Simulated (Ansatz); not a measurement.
Relaxation of CH3FN2Si (8 atoms, charge 0, multiplicity 1), to a largest force component of 0.02 eV/Å in at most 50 steps.

All numbers below come from Ansatz 0.2.0, UKS B3LYP/def2-SVP.

```xyz
8
Properties=species:S:1:pos:R:3:forces:R:3
N -1.484 -0.434 -0.031 -1.59 1.61 2.20
Si 0.052 -0.522 0.575 -2.56 -2.86 -2.70
N 0.701 0.627 -0.807 1.89 0.99 1.98
C 1.271 0.748 0.377 -2.26 -1.31 -3.75
F 2.109 1.537 0.842 2.21 2.79 1.11
H 0.159 0.926 -1.643 1.14 0.31 0.62
H -1.448 -0.777 -0.979 -0.06 -1.09 -0.26
H 0.557 -1.857 0.198 1.22 -0.44 0.82
```

Question: Where does it end, and by what steps?

Answer: It converged. After 23 steps the energy has fallen by 4.143 eV; H6 moved furthest, 2.43 Å. Parted: Si2–N3.

```tsv
step	energy less start (eV)	largest force component (eV/Å)	accepted
0	0.0000	3.754	yes
1	-1.4000	2.617	yes
2	-2.1585	1.202	yes
3	-2.5463	1.063	yes
4	-2.9046	0.871	yes
5	-3.2168	0.817	yes
6	-3.4180	0.839	yes
7	-3.5213	1.038	yes
8	-3.6363	0.509	yes
9	-3.7520	1.249	yes
10	-3.8739	1.336	yes
11	-3.8897	1.680	yes
12	-3.9713	0.870	yes
13	-4.0134	1.136	yes
14	-4.0524	0.556	yes
15	-4.0845	0.186	yes
16	-4.0947	0.466	yes
17	-4.1232	0.296	yes
18	-4.1380	0.134	yes
19	-4.1390	0.094	yes
20	-4.1390	0.116	no
21	-4.1401	0.075	yes
22	-4.1416	0.085	yes
23	-4.1425	0.018	yes
```

```xyz
8
Properties=species:S:1:pos:R:3
N -1.603 -0.572 0.738
Si -0.258 -0.752 -0.114
N 1.920 0.652 -1.019
C 0.865 0.749 -0.340
F 0.472 1.892 0.255
H 2.437 1.542 -1.065
H -2.252 -1.342 0.894
H 0.337 -1.920 -0.815
```

Run time: 82 s on 2 threads of Arm Neoverse V1, on a shared host, peak memory 0.26 GiB.
